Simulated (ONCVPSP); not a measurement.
**Potentials for B (Z = 5) compared**

Generated with ld1.x 7.5 (TM, RRKJ, ultrasoft, PAW), atompaw 4.2 or ONCVPSP 4.0.1. The cutoff is in Ry: for ld1.x and atompaw files where the sum of valence levels is converged to 10 mRy in a Bessel basis, for ONCV files where the hardest occupied wave has 1 mHa per electron of residual kinetic energy. The error is the largest all-electron minus pseudo excitation energy over each file’s own four to seven test configurations (ionisations up to +4, promotions, holes and added fractions of an electron), all of which were solved. The labels leave out finer settings (local radius, basis sizes, second energies), which also bear on the numbers. Spin-polarised tests are not counted. The rows are a selection from randomly drawn settings: files with unsolved tests, undetermined cutoffs or missed reference levels are left out.

A true bound ghost makes a file unfit for plane-wave use even where its test errors are small: the radial tests pick states by their node count and pass the ghost by.

```tsv
potential	cutoff (Ry)	largest error (meV)	bound ghosts
ONCV, PBEsol, non-relativistic, rc 1.45/3.95/4.20 (spd), local s, core correction yes, reference 2s1 2p2, qcut 4.4/4.2/1.9, projectors 0/3/2	19	+985	d
ONCV, PBEsol, scalar-relativistic, rc 1.50/4.00/3.05 (spd), local s, core correction no, reference 2s2 2p1, qcut 5.2/3.8/2.7, projectors 0/2/2	21	+645	none
ONCV, PBE, scalar-relativistic, rc 1.55/1.95/2.00 (spd), local smoothed, core correction yes, reference 2s1.5 2p1.5, qcut 4.4/3.7/5.3, projectors 2/2/2	51	+220	none
ONCV, PBE, scalar-relativistic, rc 1.60/3.50 (sp), local smoothed, core correction no, reference 2s1.5 2p1.5, qcut 3.7/4.5, projectors 2/2	26	+601	none
```

**Question.** Fill in the row for B: ONCV, PBE, scalar-relativistic, rc 1.20/2.85/2.35 (spd), local smoothed, core correction no, reference 2s2 2p0.5, qcut 5.5/4.3/3.8, projectors 2/2/2.

**Answer.** cutoff 25 Ry, largest error +179 meV, bound ghosts: none.
